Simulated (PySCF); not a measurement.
H₂AlO₂ (SMILES [OH][Al+][OH]), charge +1, singlet, at a GFN2-xTB geometry (such geometries of metal compounds can be far from the true shape). Base run: DF-SVWN5/aug-cc-pVDZ in PySCF.

The PySCF input:
```python
from pyscf import gto, scf, dft

mol = gto.Mole()
mol.atom = '''
    Al    0.001321    0.023369    0.005604
    O     1.237463    0.111111   -1.016951
    H     1.881588    0.603802   -1.537268
    O    -1.244159   -0.229572    0.988542
    H    -1.845195    0.040093    1.691683
'''
mol.basis = 'aug-cc-pvdz'
mol.charge = 1
mol.spin = 0
mol.verbose = 4
mol.build()

mf = dft.RKS(mol)
mf.xc = 'lda,vwn'
mf = mf.density_fit(auxbasis='def2-universal-jkfit')
mf.kernel()
mf.analyze()
```

Variants of this job, named by their change:

```csv
change,ΔE vs base (µEh),grid points,electrons on the grid
base,0.0,66960,30.00000
grids.radi_method = mura_knowles,0.0,62776,30.00000
grids.prune = dft.gen_grid.sg1_prune,52.5,27808,29.99986
grids.level = 5,-0.6,176088,30.00000
grids.level = 0,-2237,5040,30.00258
grids.becke_scheme = stratmann,0.1,66960,30.00000
grids.level = 1,52.1,21656,29.99991
"grids.atom_grid = (99, 590)",0.0,158408,30.00000
"grids.atom_grid = (30, 110)",477,12264,30.00003
"grids.atom_grid = (150, 974)",-0.6,395464,30.00000
"grids.atom_grid = (75, 302)",14.4,71496,29.99999
```
